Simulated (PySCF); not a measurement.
**Ba (barium, neutral) across methods**

[Xe] 6s1 6p1, high-spin 3P determinant (an excited configuration). Calculation: PySCF 2.14, in aug-cc-pwCVTZ-X2C with one added diffuse shell each of s, p, d, f type (12s11p9d5f, 125 functions); scalar relativity by spin-free X2C-1e.

| method | E (hartree) | mean ε 5p β (eV) | mean ε 6s α (eV) | mean ε 6p α (eV) | Σ⟨r²⟩ (bohr²) | ⟨S²⟩ |
| --- | --- | --- | --- | --- | --- | --- |
| r2SCAN0 | -8134.66 | -21.636 | -4.605 | -2.443 | 110.4 | 2.000 |
| r2SCAN | -8134.68 | -20.211 | -4.020 | -2.024 | 110.3 | 2.000 |
| r2SCANh | -8134.67 | -20.781 | -4.253 | -2.191 | 110.3 | 2.000 |
| PBE0 | -8134.34 | -21.271 | -4.569 | -2.467 | 110.2 | 2.000 |
| PBE | -8134.26 | -19.615 | -3.998 | -2.003 | 110.1 | 2.000 |
| LDA | -8127.66 | -19.751 | -4.159 | -1.973 | 109.7 | 2.000 |
| M06 | -8134.82 | -21.106 | -4.460 | -2.196 | 110.9 | 2.001 |
| UHF | -8131.60551 | -25.193 | -5.944 | -3.649 | 114.9 | 2.000 |

Spin-orbit coupling, absent here, splits the open shell strongly.
